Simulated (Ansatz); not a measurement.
System: sum formula InCl2F (charge 0, singlet). 
Geometry from a B3LYP-D3(BJ)/def2-TZVP (Ansatz, a program for electronic structure) optimisation:
```
In
F 1 1.9408
Cl 1 2.3064 2 117.58
Cl 1 2.3064 2 117.58 3 -180.00
```

Total electronic energies in hartree. Correlated levels leave the core frozen unless marked. Spin-orbit coupling is left out. Frozen are the shells of the preceding noble gas and the d and f shells that filled before the atom's block. Past Kr the def2 sets carry scalar-relativistic core potentials. STO-3G rows are all-electron and non-relativistic. Basis-set limits of correlation are two-point, X^-3; Hartree-Fock from the larger set.

```csv
level,program,energy (Eh)
HF/STO-3G,Ansatz,-6690.26042
HF/def2-SVP,Ansatz,-1207.40555
PBE/def2-TZVPD,Ansatz,-1210.11800
revPBE-D4/def2-TZVPD,Ansatz + dftd4,-1210.43873
BHLYP-D3(BJ)/def2-TZVPD,Ansatz + dftd3,-1210.47551
LC-wPBE-D3(BJ)/def2-TZVPD,Ansatz + dftd3,-1210.31195
B2GP-PLYP/def2-TZVPD,Ansatz,-1209.81562
RI-MP2/def2-QZVPPD,Ansatz,-1208.65561
SCS-MP2/def2-QZVPP,Ansatz,-1208.64469
SCS-MP2/def2-QZVPPD,Ansatz,-1208.64562
CCSD/def2-TZVPPD,Ansatz,-1208.58894
CCSD/def2-QZVPP,Ansatz,-1208.67942
"CCSD/CBS(def2-TZVPPD,def2-QZVPPD)",Ansatz,-1208.7242
CCSD(T)/def2-QZVPP,Ansatz,-1208.71231
"CCSD(T)/CBS(def2-TZVPPD,def2-QZVPPD)",Ansatz,-1208.7608
```

Totals of different functionals don't rank their quality; only differences between species are comparable.
